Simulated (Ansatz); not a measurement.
One change: `[OH][In]([F])[SH]` becomes `[OH][In]([OH])[SH]`.

Ansatz, PBE0-D4/def2-TZVP geometries, multiplicity 1. Each molecule was computed in one conformer, which needn't be the lowest.

Elements past krypton have def2 core potentials.

```
                                          property  `[OH][In]([F])[SH]`
                HOMO energy (PBE0/def2-TZVPP) / eV                -8.20
             HOMO energy (ωB97M-V/def2-TZVPP) / eV               -10.40
             HOMO–LUMO gap (B3LYP/def2-TZVPP) / eV                 5.44
               LUMO energy (B3LYP/def2-TZVPP) / eV                -2.51
               HOMO–LUMO gap (PBE/def2-TZVPP) / eV                 3.85
size of the dipole moment (ωB97M-V/def2-TZVPP) / D                 0.66
```

Problem. Give the same properties after the change, and the shifts. (An estimate is asked.)

Solution. Ansatz gave: 
```tsv
property	`[OH][In]([OH])[SH]`	shift
HOMO energy (PBE0/def2-TZVPP) / eV	-7.85	0.35
HOMO energy (ωB97M-V/def2-TZVPP) / eV	-10.07	0.33
HOMO–LUMO gap (B3LYP/def2-TZVPP) / eV	5.47	0.03
LUMO energy (B3LYP/def2-TZVPP) / eV	-2.13	0.38
HOMO–LUMO gap (PBE/def2-TZVPP) / eV	3.89	0.04
size of the dipole moment (ωB97M-V/def2-TZVPP) / D	0.89	0.23
```

Dipoles are sizes alone; their direction can turn.

B3LYP here is the variant with VWN-RPA as its local correlation; programs differ in this.
